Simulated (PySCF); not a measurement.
**SMILES CC(C)Oc1ccccc1, C9H12O**

Molfile (atoms numbered from 1):
```
C9H12O
     RDKit          3D

 22 22  0  0  0  0  0  0  0  0999 V2000
   -1.4024   -0.4635   -1.4494 C   0  0  0  0  0  0  0  0  0  0  0  0
   -1.3725   -0.0945    0.0243 C   0  0  0  0  0  0  0  0  0  0  0  0
   -2.5396   -0.6745    0.7964 C   0  0  0  0  0  0  0  0  0  0  0  0
   -0.1992   -0.6019    0.6430 O   0  0  0  0  0  0  0  0  0  0  0  0
    0.9896    0.0149    0.4842 C   0  0  0  0  0  0  0  0  0  0  0  0
    2.0869   -0.6135    1.0919 C   0  0  0  0  0  0  0  0  0  0  0  0
    3.3536   -0.0527    1.0040 C   0  0  0  0  0  0  0  0  0  0  0  0
    3.5557    1.1425    0.3091 C   0  0  0  0  0  0  0  0  0  0  0  0
    2.4677    1.7640   -0.2950 C   0  0  0  0  0  0  0  0  0  0  0  0
    1.1878    1.2116   -0.2161 C   0  0  0  0  0  0  0  0  0  0  0  0
   -1.4174   -1.5582   -1.5616 H   0  0  0  0  0  0  0  0  0  0  0  0
   -0.5198   -0.0787   -1.9801 H   0  0  0  0  0  0  0  0  0  0  0  0
   -2.3005   -0.0517   -1.9336 H   0  0  0  0  0  0  0  0  0  0  0  0
   -1.3905    1.0055    0.1341 H   0  0  0  0  0  0  0  0  0  0  0  0
   -2.5320   -1.7729    0.7290 H   0  0  0  0  0  0  0  0  0  0  0  0
   -2.4758   -0.3945    1.8574 H   0  0  0  0  0  0  0  0  0  0  0  0
   -3.4929   -0.3060    0.3909 H   0  0  0  0  0  0  0  0  0  0  0  0
    1.9096   -1.5455    1.6320 H   0  0  0  0  0  0  0  0  0  0  0  0
    4.1962   -0.5557    1.4850 H   0  0  0  0  0  0  0  0  0  0  0  0
    4.5529    1.5815    0.2396 H   0  0  0  0  0  0  0  0  0  0  0  0
    2.6071    2.6983   -0.8445 H   0  0  0  0  0  0  0  0  0  0  0  0
    0.3570    1.7218   -0.7040 H   0  0  0  0  0  0  0  0  0  0  0  0
  1  2  1  0
  2  3  1  0
  2  4  1  0
  4  5  1  0
  5  6  2  0
  6  7  1  0
  7  8  2  0
  8  9  1  0
  9 10  2  0
 10  5  1  0
  1 11  1  0
  1 12  1  0
  1 13  1  0
  2 14  1  0
  3 15  1  0
  3 16  1  0
  3 17  1  0
  6 18  1  0
  7 19  1  0
  8 20  1  0
  9 21  1  0
 10 22  1  0
M  END
```

Theory: TDDFT CAM-B3LYP/def2-SVPD excited states, vertical, gas phase in PySCF 2.14.0. Geometry: PBE0-D3(BJ)/def2-SVP.

Give the one- and two-photon strengths of the lowest singlets.

δ for parallel linear polarisation; σ at the peak of a Lorentzian of half width 0.1 eV, single beam; Ω is circular over linear.
```tsv
state	E (eV)	f	photon λ (nm)	δ (au)	σ (GM)	Ω	main
S1	5.14	0.031	482	7.08	0.07	1.26	HOMO→LUMO 0.79, HOMO−1→LUMO+1 0.13
S2	5.88	0.097	422	54	0.68	0.83	HOMO→LUMO+1 0.62, HOMO−1→LUMO 0.21
S3	6.39	0.001	388	29.7	0.44	0.63	HOMO→LUMO+2 0.54, HOMO→LUMO+3 0.20
S4	6.87	0.429	361	17	0.29	1.38	HOMO−1→LUMO 0.44, HOMO→LUMO+3 0.23
S5	6.91	0.205	359	33.7	0.59	0.53	HOMO→LUMO+3 0.42, HOMO−1→LUMO 0.17
S6	6.94	0.405	357	6.35	0.11	1.38	HOMO−1→LUMO+1 0.55, HOMO→LUMO 0.15
```

Among these, the strongest one-photon state is S4, the strongest two-photon state S2, with a dipole change of 1.2 D (relaxed, norm of the difference vector).
